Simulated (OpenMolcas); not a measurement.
Cr³⁺.

```yaml
Program: OpenMolcas
Method: CASSCF
Basis: ANO-RCC-VTZP [6s5p3d2f1g]
Scalar_Hamiltonian: DKH2, point nucleus
Active_space: 3 electrons in 5 orbitals (3d)
State_averaging: 2S+1 = 4 even, 10 roots; 2S+1 = 2 even, 40 roots
Spin-orbit_coupling: RASSI with atomic mean-field integrals over the reference wave functions, term energies averaged over their components
```

Levels without dynamic correlation, in cm⁻¹ above 3d³ ⁴F_3/2:

```tsv
Level	E
3d³ ⁴P_1/2	17843
3d³ ²G_7/2	18172
3d³ ²P_1/2	23973
3d³ ²H_9/2	24009
3d³ ²D_3/2(1)	26125
3d³ ²F_7/2	41344
```

On this reference, MS-CASPT2, IPEA 0.25 Eh, imaginary shift 0.1 Eh (closed shells correlated: 3s 3p) puts 3d³ ⁴P_1/2 at 14610 cm⁻¹.

**Question.** Estimate the other levels at that method by one scale factor, and say how well it serves.

**Answer.** The factor is 14610 / 17843 = 0.819. Scaled values beside those that MS-CASPT2 gives and measured ones (Sugar and Corliss, J. Phys. Chem. Ref. Data 6, 317 (1977)):
| Level | Scaled | MS-CASPT2 | Miss (%) | Measured |
| --- | --- | --- | --- | --- |
| 3d³ ²G_7/2 | 14883 | 15110 | -1.5 | 15052 |
| 3d³ ²P_1/2 | 19634 | 19740 | -0.5 | 19519 |
| 3d³ ²H_9/2 | 19663 | 21470 | -8.4 | 21066 |
| 3d³ ²D_3/2(1) | 21396 | 21050 | +1.6 | 20650 |
| 3d³ ²F_7/2 | 33861 | 35200 | -3.8 | 34363 |
For these levels the scaled values miss MS-CASPT2 by up to 8.4 %, as correlation changes each term by its own factor, spin-orbit parts do not scale and CASPT2 has its own spread within terms. This holds within one configuration; levels of others move differently, and the target method has errors of its own against measurement.

Term energies are means over components that CASPT2 splits; among the terms shown or strongly mixed into the levels shown the widest spread is 1000 cm-1 (3d³ ⁴F, MS-CASPT2). Without dynamic correlation excited terms often stand tens of per cent too high (terms of higher spin than the ground term too low), and those without a measured partner can miss by more than the paired ones (holds for CASSCF). Computed and measured levels are paired by configuration, term and J; levels that our copy of the source lacks, or whose pairing is in doubt (as where it misses far off the trend of its configuration), stay unpaired and out of the deviations. Only configurations of the active space appear.

A number in round brackets counts repeated terms of one configuration in the order of the reference energies.
